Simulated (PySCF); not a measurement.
How methods differ on the excitation energy of O²⁺

O²⁺ [He] 2s2 2p2 (3P) → O²⁺ [He] 2s1 2p3 (5S), as a difference of total energies. Computed with PySCF 2.14 in aug-cc-pCVTZ-DK with one added diffuse shell each of s, p, d, f type (8s7p5d3f, 75 functions), with the spin-free X2C one-electron Hamiltonian (Gaussian nucleus). Correlated levels: valence and next inner shell: nothing frozen. The calculations carry no spin-orbit coupling.

| method | excitation energy (cm⁻¹) |
| --- | --- |
| UHF | 45086 |
| MP2 (valence and next inner shell) | 55764 |
| SCS-MP2 (valence and next inner shell) | 60836 |
| CCSD (valence and next inner shell) | 59206 |
| CCSD(T) (valence and next inner shell) | 59527 |

A first-order spin-orbit estimate (lowest level to lowest level, LS coupling) adds 0.027 eV.
